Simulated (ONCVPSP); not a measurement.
## Before and after: ONCV potential for chromium

chromium (Cr), optimised norm-conserving Vanderbilt (ONCV), made with ONCVPSP 4.0.1 (LDA (Perdew-Wang 92), scalar-relativistic). Core [Ne], reference 3s2 3p6 3d4 (charge +2). Waves: 3s: rc 1.10 bohr, ncon 5, nbas 8, qcut 8.4 1/bohr, 2 projectors, debl 3.8 Ha; 3p: rc 1.15 bohr, ncon 4, nbas 7, qcut 11.9 1/bohr, 2 projectors, debl 1 Ha; 3d: rc 1.70 bohr, ncon 4, nbas 8, qcut 9.1 1/bohr, 2 projectors, debl 1.2 Ha. Local part: polynomial inside 0.80 bohr (lpopt 4, dvloc0 1 Ha). Core correction: polynomial model core, fcfact 0.4.

In the p channel the program set the typed energies aside and used -2.442, 0.250 Ha.

Change: all radii but the core radius scaled by about 0.93 (s 1.02, p 1.06, d 1.58 bohr); local potential polynomial inside 0.74 bohr (lpopt 4, dvloc0 1 Ha).

Cutoffs: the cutoffs (Ha) at which the residual kinetic energy of the hardest occupied pseudo-wave falls to 1 and 0.1 mHa per electron; they do not see the model core or the augmentation charge, which bear on the density cutoff. Errors are all-electron minus pseudo energies relative to the spin-unpolarised reference configuration.

How do hardness, ghosts and transferability respond?

The potential gets harder (74 Ha and 131 Ha → 113 Ha and 152 Ha); of the 4 tests that both files solve, the error grows in 0 and shrinks in 4 by more than 15 % and 0.3 meV (median size 49.1 → 36.6 meV); neither file shows a bound ghost. A smaller radius makes the pseudo-wave follow the all-electron one further in, where it bends more sharply, so more plane waves are needed. Less of the atom is replaced, so other configurations are described better.

```csv
quantity,base,changed
"cutoff, loose",74 Ha,113 Ha
"cutoff, tight",131 Ha,152 Ha
loose cutoff by channel,"s 74 Ha, p 26 Ha, d 33 Ha","s 113 Ha, p 42 Ha, d 35 Ha"
bound ghosts,none,none
GHOST(+) flags under 300 eV,none,none
"error for 3s2 3p6 3d5 4s1, meV [ΔE -23.48 eV]",+5.1,+3.5
"error for 3s2 3p6 3d5, meV [ΔE -16.34 eV]",+17,+12
"error for 3s2 3p6 3d3, meV [ΔE 31.03 eV]",+81,+63
"error for 3s2 3p5 3d5 4s1, meV [ΔE 27.99 eV]",-88,-61
"rms error of d²Exc/dni dnj with the model core, mHa",1.07,1.23
```
